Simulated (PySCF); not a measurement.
**Atomic charges against the basis set**

C6H12O.
Numbering: `[OH:1][CH:2]1[CH2:3][CH2:4][CH2:5][CH2:6][CH2:7]1` (hydrogens: H8 on O1; H9 on C2; H10, H11 on C3; H12, H13 on C4; H14, H15 on C5; H16, H17 on C6; H18, H19 on C7)

Geometry (PBE0-D3(BJ)/def2-SVP, Å), atoms numbered from 1 in this order:
```xyz
19
C6H12O angstrom
O      2.4336    0.7614   -0.0330
C      1.1241    0.3575    0.2804
C      0.0752    1.2468   -0.3800
C     -1.3451    0.8140   -0.0309
C     -1.5794   -0.6546   -0.3711
C     -0.5389   -1.5494    0.2952
C      0.8794   -1.1105   -0.0548
H      2.5444    0.6684   -0.9858
H      1.0394    0.4796    1.3755
H      0.2176    1.1901   -1.4767
H      0.2593    2.2941   -0.0931
H     -1.5143    0.9672    1.0503
H     -2.0773    1.4538   -0.5490
H     -2.5959   -0.9605   -0.0756
H     -1.5220   -0.7862   -1.4670
H     -0.6711   -1.5045    1.3914
H     -0.6939   -2.6025    0.0112
H      1.0497   -1.2489   -1.1402
H      1.6307   -1.7280    0.4623
```

PBE0 throughout (PySCF), one geometry, spherical d and f functions. The structure is a single PBE0-D3(BJ)/def2-SVP conformer in the gas phase; no vibrational or solvent corrections. Atoms taken as equivalent share a column and are averaged. The first 7 of 13 kinds of atom are listed.

Mulliken charges (e):

```json
{"basis": "STO-3G", "functions": "47", "O1": "-0.291", "C2": "+0.032", "C3/C7": "-0.153", "C4/C6": "-0.142", "C5": "-0.142", "H8": "+0.192", "H9": "+0.077"}
{"basis": "pcSseg-0", "functions": "87", "O1": "-0.661", "C2": "+0.022", "C3/C7": "-0.455", "C4/C6": "-0.488", "C5": "-0.477", "H8": "+0.362", "H9": "+0.242"}
{"basis": "6-31G", "functions": "87", "O1": "-0.613", "C2": "+0.066", "C3/C7": "-0.318", "C4/C6": "-0.320", "C5": "-0.314", "H8": "+0.361", "H9": "+0.175"}
{"basis": "6-31G*", "functions": "122", "O1": "-0.654", "C2": "+0.126", "C3/C7": "-0.344", "C4/C6": "-0.333", "C5": "-0.324", "H8": "+0.405", "H9": "+0.160"}
{"basis": "cc-pVDZ", "functions": "158", "O1": "-0.272", "C2": "+0.065", "C3/C7": "-0.030", "C4/C6": "-0.060", "C5": "-0.054", "H8": "+0.136", "H9": "+0.026"}
{"basis": "def2-SVP", "functions": "158", "O1": "-0.319", "C2": "+0.080", "C3/C7": "-0.036", "C4/C6": "-0.060", "C5": "-0.060", "H8": "+0.165", "H9": "+0.022"}
{"basis": "pcSseg-1", "functions": "179", "O1": "-0.442", "C2": "+0.061", "C3/C7": "-0.207", "C4/C6": "-0.230", "C5": "-0.229", "H8": "+0.218", "H9": "+0.112"}
{"basis": "6-311+G(2d,p)", "functions": "261", "O1": "-0.390", "C2": "+0.039", "C3/C7": "-0.280", "C4/C6": "-0.261", "C5": "-0.288", "H8": "+0.244", "H9": "+0.117"}
{"basis": "aug-cc-pVDZ", "functions": "269", "O1": "-0.624", "C2": "+0.752", "C3/C7": "+0.575", "C4/C6": "+0.508", "C5": "+0.590", "H8": "+0.089", "H9": "-0.456"}
{"basis": "def2-TZVP", "functions": "289", "O1": "-0.430", "C2": "+0.046", "C3/C7": "-0.200", "C4/C6": "-0.200", "C5": "-0.192", "H8": "+0.297", "H9": "+0.079"}
```

IAO charges (e):

```json
{"basis": "STO-3G", "functions": "47", "O1": "-0.333", "C2": "-0.007", "C3/C7": "-0.272", "C4/C6": "-0.254", "C5": "-0.256", "H8": "+0.234", "H9": "+0.128"}
{"basis": "pcSseg-0", "functions": "87", "O1": "-0.508", "C2": "+0.065", "C3/C7": "-0.289", "C4/C6": "-0.270", "C5": "-0.268", "H8": "+0.322", "H9": "+0.144"}
{"basis": "6-31G", "functions": "87", "O1": "-0.533", "C2": "+0.076", "C3/C7": "-0.283", "C4/C6": "-0.264", "C5": "-0.263", "H8": "+0.334", "H9": "+0.143"}
{"basis": "6-31G*", "functions": "122", "O1": "-0.539", "C2": "+0.104", "C3/C7": "-0.270", "C4/C6": "-0.251", "C5": "-0.249", "H8": "+0.334", "H9": "+0.129"}
{"basis": "cc-pVDZ", "functions": "158", "O1": "-0.540", "C2": "+0.105", "C3/C7": "-0.271", "C4/C6": "-0.252", "C5": "-0.250", "H8": "+0.338", "H9": "+0.128"}
{"basis": "def2-SVP", "functions": "158", "O1": "-0.537", "C2": "+0.104", "C3/C7": "-0.266", "C4/C6": "-0.247", "C5": "-0.245", "H8": "+0.335", "H9": "+0.126"}
{"basis": "pcSseg-1", "functions": "179", "O1": "-0.548", "C2": "+0.102", "C3/C7": "-0.271", "C4/C6": "-0.253", "C5": "-0.251", "H8": "+0.340", "H9": "+0.131"}
{"basis": "6-311+G(2d,p)", "functions": "261", "O1": "-0.566", "C2": "+0.103", "C3/C7": "-0.276", "C4/C6": "-0.258", "C5": "-0.256", "H8": "+0.351", "H9": "+0.134"}
{"basis": "aug-cc-pVDZ", "functions": "269", "O1": "-0.566", "C2": "+0.104", "C3/C7": "-0.275", "C4/C6": "-0.257", "C5": "-0.255", "H8": "+0.351", "H9": "+0.133"}
{"basis": "def2-TZVP", "functions": "289", "O1": "-0.563", "C2": "+0.105", "C3/C7": "-0.277", "C4/C6": "-0.258", "C5": "-0.256", "H8": "+0.349", "H9": "+0.132"}
```

Hirshfeld charges (e):

```json
{"basis": "STO-3G", "functions": "47", "O1": "-0.194", "C2": "+0.075", "C3/C7": "-0.028", "C4/C6": "-0.015", "C5": "-0.017", "H8": "+0.116", "H9": "+0.011"}
{"basis": "pcSseg-0", "functions": "87", "O1": "-0.237", "C2": "+0.055", "C3/C7": "-0.068", "C4/C6": "-0.053", "C5": "-0.055", "H8": "+0.157", "H9": "+0.031"}
{"basis": "6-31G", "functions": "87", "O1": "-0.246", "C2": "+0.052", "C3/C7": "-0.067", "C4/C6": "-0.054", "C5": "-0.056", "H8": "+0.156", "H9": "+0.036"}
{"basis": "6-31G*", "functions": "122", "O1": "-0.237", "C2": "+0.047", "C3/C7": "-0.068", "C4/C6": "-0.056", "C5": "-0.058", "H8": "+0.158", "H9": "+0.034"}
{"basis": "cc-pVDZ", "functions": "158", "O1": "-0.217", "C2": "+0.042", "C3/C7": "-0.076", "C4/C6": "-0.062", "C5": "-0.064", "H8": "+0.155", "H9": "+0.033"}
{"basis": "def2-SVP", "functions": "158", "O1": "-0.225", "C2": "+0.044", "C3/C7": "-0.077", "C4/C6": "-0.063", "C5": "-0.065", "H8": "+0.158", "H9": "+0.034"}
{"basis": "pcSseg-1", "functions": "179", "O1": "-0.227", "C2": "+0.041", "C3/C7": "-0.080", "C4/C6": "-0.066", "C5": "-0.068", "H8": "+0.157", "H9": "+0.037"}
{"basis": "6-311+G(2d,p)", "functions": "261", "O1": "-0.229", "C2": "+0.031", "C3/C7": "-0.083", "C4/C6": "-0.071", "C5": "-0.073", "H8": "+0.155", "H9": "+0.042"}
{"basis": "aug-cc-pVDZ", "functions": "269", "O1": "-0.227", "C2": "+0.031", "C3/C7": "-0.087", "C4/C6": "-0.075", "C5": "-0.077", "H8": "+0.153", "H9": "+0.043"}
{"basis": "def2-TZVP", "functions": "289", "O1": "-0.228", "C2": "+0.033", "C3/C7": "-0.083", "C4/C6": "-0.071", "C5": "-0.073", "H8": "+0.157", "H9": "+0.041"}
```

ESP-fitted charges (e):

| basis | functions | O1 | C2 | C3/C7 | C4/C6 | C5 | H8 | H9 |
| --- | --- | --- | --- | --- | --- | --- | --- | --- |
| STO-3G | 47 | -0.517 | +0.334 | -0.244 | -0.111 | -0.106 | +0.302 | +0.033 |
| pcSseg-0 | 87 | -0.768 | +0.488 | -0.298 | -0.084 | -0.102 | +0.435 | +0.047 |
| 6-31G | 87 | -0.755 | +0.410 | -0.268 | -0.036 | -0.099 | +0.443 | +0.057 |
| 6-31G* | 122 | -0.658 | +0.401 | -0.323 | +0.021 | -0.147 | +0.397 | +0.058 |
| cc-pVDZ | 158 | -0.616 | +0.383 | -0.291 | +0.034 | -0.123 | +0.372 | +0.050 |
| def2-SVP | 158 | -0.644 | +0.400 | -0.280 | +0.027 | -0.109 | +0.383 | +0.045 |
| pcSseg-1 | 179 | -0.679 | +0.446 | -0.311 | +0.057 | -0.118 | +0.394 | +0.047 |
| 6-311+G(2d,p) | 261 | -0.692 | +0.451 | -0.359 | +0.067 | -0.151 | +0.395 | +0.063 |
| aug-cc-pVDZ | 269 | -0.669 | +0.440 | -0.359 | +0.075 | -0.148 | +0.380 | +0.063 |
| def2-TZVP | 289 | -0.667 | +0.426 | -0.347 | +0.069 | -0.143 | +0.389 | +0.062 |

Which scheme is steadiest as the basis changes?

Largest range over the bases for any column: Hirshfeld 0.06 e, IAO 0.23 e, ESP-fitted 0.25 e, Mulliken 1.07 e. Hirshfeld charges move least and Mulliken charges most, counted in e. Without the minimal STO-3G basis the ranges are Hirshfeld 0.03, IAO 0.06, ESP-fitted 0.16, Mulliken 1.07 e.

How much do the charges still move between the two largest bases, aug-cc-pVDZ and def2-TZVP?

At most, over all atoms: Mulliken 0.782 e, IAO 0.003 e, Hirshfeld 0.004 e, ESP-fitted 0.014 e.

What do the same runs give for the total energy, the frontier levels and the dipole moment?

```
        basis  energy (Eh)  HOMO (eV)  LUMO (eV)  μ (D)
       STO-3G    -306.9163      -3.93       9.13   1.41
     pcSseg-0    -310.0108      -7.35       1.98   2.01
        6-31G    -310.6396      -7.23       2.41   2.07
       6-31G*    -310.7205      -7.20       2.57   1.68
      cc-pVDZ    -310.7473      -7.28       1.83   1.54
     def2-SVP    -310.5078      -7.37       1.72   1.64
     pcSseg-1    -310.6917      -7.52       1.39   1.73
6-311+G(2d,p)    -310.8207      -7.56       0.28   1.83
  aug-cc-pVDZ    -310.7708      -7.53      -0.08   1.78
    def2-TZVP    -310.8432      -7.51       1.11   1.72
```

The dipole is fixed by the density alone, so its range of 0.66 D shows that the density itself changes with the basis, not only its division among atoms.
